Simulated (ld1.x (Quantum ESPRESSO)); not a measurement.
## Pseudopotential generation for Ag (Z = 47): RRKJ, PBE, scalar-relativistic.

```
Element                 : Ag (Z = 47)
Generator               : ld1.x (Quantum ESPRESSO) 7.5
Type                    : norm-conserving RRKJ (Kleinman–Bylander form)
Functional              : PBE
Relativity              : scalar-relativistic
Frozen core             : [Kr]
Valence charge          : 11
Reference configuration : 4d10 5s1 5p0
Partial waves           : 5s (bound): rc 2.05 bohr; 5p (bound, empty): rc 3.65 bohr; 4d (bound): rc 1.40 bohr; 4f channel at 0.2 Ry: rc 3.45 bohr
Local potential         : the f channel
Core correction         : Bessel-smoothed model core inside 1.05 bohr
rho0                    : 0.005
```

All-electron outer shells of the reference configuration (PBE, scalar-relativistic, ld1.x):

```json
{"shell": "4s", "level (eV)": "-95.05", "outermost node (bohr)": "0.44", "outermost maximum (bohr)": "0.82"}
{"shell": "4p", "level (eV)": "-58.57", "outermost node (bohr)": "0.44", "outermost maximum (bohr)": "0.87"}
{"shell": "4d", "level (eV)": "-7.44", "outermost node (bohr)": "0.43", "outermost maximum (bohr)": "1.04"}
{"shell": "5s", "level (eV)": "-4.40", "outermost node (bohr)": "1.11", "outermost maximum (bohr)": "2.49"}
{"shell": "5p", "level (eV)": "-0.74", "outermost node (bohr)": "1.25", "outermost maximum (bohr)": "3.86"}
```

Q: Does the generator finish with these settings?

A: No. ld1.x (Quantum ESPRESSO) 7.5 stopped with "compute_chi: n is too large": the Bessel-function wave could not be built (negative determinant in compute_phi), and the routine for χ then failed on it.
